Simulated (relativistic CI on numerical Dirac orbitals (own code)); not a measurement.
## One change at a time: Eu LII

Base calculation: Dirac-Coulomb-Breit CI, KLI orbitals optimised for each configuration, model QED, unscaled Slater integrals.

Configurations in the expansion (outside the closed core [Ne]): 3s², 3s3p, 3p², 3s3d, 3d², 3p3d, 3p4s, 3d4s, 3s4s, 3s4p, 3s4d, 3s4f, 3s5s, 3s5p, 3s5d, 4s², 3s5f, 3s5g, 3s6s, 3s6p, 3s6d. Levels of other configurations are missing.

The lowest level and the first level of each name with at least 55 % of one term (blank where a level has no safe partner in the second run):

| Level | Base (eV) | Shift (eV) |
| --- | --- | --- |
| 3s² ¹S0 | 0.000 | 0.000 |
| 3s3p ³P°0 | 108.470 | +0.516 |
| 3s3p ³P°1 | 120.555 | -0.464 |
| 3p² ³P0 | 261.034 | -1.102 |
| 3s3p ³P°2 | 281.530 | +0.566 |
| 3s3p ¹P°1 | 313.034 | -2.535 |
| 3p² ¹D2 | 421.512 | +0.675 |
| 3p² ³P1 | 422.709 | +0.064 |
| 3s3d ³D1 | 457.276 | -0.297 |
| 3s3d ³D2 | 465.358 | -0.986 |
| 3s3d ³D3 | 496.471 | -0.285 |
| 3s3d ¹D2 | 511.121 | -1.945 |
| 3p3d ³F°2 | 574.569 | +0.784 |
| 3p3d ³D°1 | 602.827 | -2.063 |
| 3p² ³P2 | 603.925 | -1.082 |
| 3p² ¹S0 | 618.302 | -2.087 |
| 3p3d ³F°3 | 630.386 | -0.620 |
| 3p3d ³P°0 | 766.502 | -1.118 |
| 3p3d ³P°1 | 767.070 | -1.173 |
| 3p3d ³F°4 | 787.341 | +0.722 |
| 3p3d ¹P°1 | 825.292 | -3.352 |
| 3d² ³F2 | 925.039 | -0.211 |

At this charge energies of transitions that change n are usually good to better than 1 %, and those within a shell (Δn = 0) to a few per cent.

Problem. One thing was changed in a second run, which moved the levels as shown. Which?
A. valence Slater integrals scaled by 0.9
B. configuration mixing switched off
C. QED terms removed
D. Breit term removed

Solution. A. Valence Slater integrals scaled by 0.9. Scaling acts on the splittings between terms and on the mixing, and leaves the fine structure of pure LS terms nearly alone; in jj coupling it moves the levels of one term differently.

LS names give the leading component of a level, which can be under half, so a name can repeat, a term be missing and a line seem to break the LS rules.
